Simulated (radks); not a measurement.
Results of a calculation; reference values are marked as such.
Q: Re, 75 electrons, occupied as [Xe] 4f14 5d5 6s2 (the NIST ground configuration). Level of theory: Dirac Kohn-Sham, PBE, spin-unpolarised, spherical densities, finite nucleus; open shells fill j = l - 1/2 first; Fermi nuclear charge, rms radius 5.3698 fm (a radial shooting solver on a logarithmic mesh with Libxc functionals). Some entries of the table are withheld. Estimate them.

orbital  occ.  eigenvalue (hartree)  <1/r> (bohr^-1)  <r^2> (bohr^2)
1s1/2       2             -2628.739            88.71       0.0004481
2s1/2       2                   (1)            21.63        0.006820
2p1/2       2             -435.9023            21.60        0.004860
2p3/2       4             -382.9977            18.04        0.006057
3s1/2       2             -105.4263            7.942         0.04448
3p1/2       2             -96.67449              (2)         0.04075
3p3/2       4             -85.18556              (3)         0.04730
3d3/2       4             -70.45353            6.831         0.03659
3d5/2       6             -67.95955            6.614         0.03839
4s1/2       2             -21.98460            3.342          0.2193
4p1/2       2             -18.32916              (4)          0.2256
4p3/2       4             -15.64903              (5)          0.2604
4d3/2       4              -9.64031              (6)             (7)
4d5/2       6              -9.14509              (8)             (9)
5s1/2       2              -3.10825            1.305           1.209
5p1/2       2              -2.00429            1.175           1.469
5p3/2       4              -1.60195            1.060           1.749
4f5/2       6              -1.58425            2.180          0.4131
4f7/2       8              -1.49197            2.148          0.4265
6s1/2       2              -0.21540           0.4118           10.92
5d3/2       4              -0.20859           0.7022           4.375
5d5/2       1              -0.17670           0.6704           4.848

A: 
(1) 2s1/2 eigenvalue (hartree): -455.4597
(2) 3p1/2 <1/r> (bohr^-1): 7.858
(3) 3p3/2 <1/r> (bohr^-1): 6.936
(4) 4p1/2 <1/r> (bohr^-1): 3.232
(5) 4p3/2 <1/r> (bohr^-1): 2.911
(6) 4d3/2 <1/r> (bohr^-1): 2.699
(7) 4d3/2 <r^2> (bohr^2): 0.2822
(8) 4d5/2 <1/r> (bohr^-1): 2.622
(9) 4d5/2 <r^2> (bohr^2): 0.2952
